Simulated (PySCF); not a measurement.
## Worked example: chemical shift, span and skew from a shielding tensor

C2BrCl3, SMILES ClC(Cl)=C(Cl)Br. Atoms are numbered in the order given.

```xyz
6

Cl     2.0222    -0.9720     0.0000
C      0.2964    -1.0025     0.0000
Cl    -0.4132    -2.5787     0.0000
C     -0.4566     0.1189     0.0000
Cl    -2.1809     0.0623     0.0000
Br     0.3052     1.8459     0.0000
```
Charge 0, spin multiplicity 1.

Geometry: B3LYP-D3(BJ)/def2-SVP.

GIAO shieldings from PySCF with HF/pcSseg-1, non-relativistic, no solvent. The symmetric part of the tensor of C4 has the principal values -54.4, 94.9, 100.3 ppm. The same nucleus in TMS has σ = 192.6 ppm at this level (PySCF, at its B3LYP-D3(BJ)/def2-TZVP geometry). Without spin–orbit terms, shifts of atoms bonded to Cl or Br come out too high.

### Question
Work out the isotropic shielding, the ¹³C shift against TMS, the span and the skew.

### Answer

σ(iso) = (σ11 + σ22 + σ33)/3 = 46.9 ppm. δ = σ(ref) − σ(iso) = 192.6 − (46.9) = 145.7 ppm.
Span Ω = σ33 − σ11 = 154.7 ppm. Skew κ = 3(σ(iso) − σ22)/Ω = -0.93. Tumbling in solution averages the tensor to δ; in a static solid the shielding alone would spread this spin-1/2 line over Ω.
